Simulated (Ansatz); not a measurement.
Relaxation of BF2H3N (7 atoms, charge 0, multiplicity 2), to a largest force component of 0.03 eV/Å in at most 50 steps.

These are results of UHF/6-31G* in Ansatz, not measurements.

```xyz
7
Properties=species:S:1:pos:R:3:forces:R:3
B -0.083 0.015 -0.082 0.00 0.01 -0.03
F -0.018 -0.384 1.175 -0.01 -0.08 -0.43
F 1.033 0.430 -0.651 0.00 0.00 0.00
N -1.286 -0.001 -0.781 0.01 0.00 0.01
H -2.137 -0.312 -0.371 0.00 0.00 -0.01
H -1.357 0.294 -1.728 -0.01 0.00 0.00
H 0.046 -0.042 3.282 0.01 0.07 0.45
```

Where does it end, and by what steps?

The forces met the threshold. After 10 steps the energy has fallen by 0.134 eV; H7 moved furthest, 1.05 Å.

```tsv
step	energy less start (eV)	largest force component (eV/Å)	accepted
0	0.0000	0.453	yes
1	-0.0623	0.272	yes
2	-0.1047	0.130	yes
3	-0.1216	0.066	yes
4	-0.1308	0.035	yes
5	-0.1332	0.063	yes
6	-0.1334	0.214	yes
7	-0.1342	0.036	yes
8	-0.1343	0.057	yes
9	-0.1345	0.039	yes
10	-0.1345	0.011	yes
```

```xyz
7
Properties=species:S:1:pos:R:3
B -0.079 -0.036 -0.284
F 0.051 -0.581 0.911
F 1.004 0.459 -0.853
N -1.315 0.015 -0.922
H -2.143 -0.351 -0.512
H -1.436 0.421 -1.822
H 0.117 0.072 4.326
```

The run took 11 s on 1 thread of Arm Neoverse V2 (shared host), peak memory 0.12 GiB.
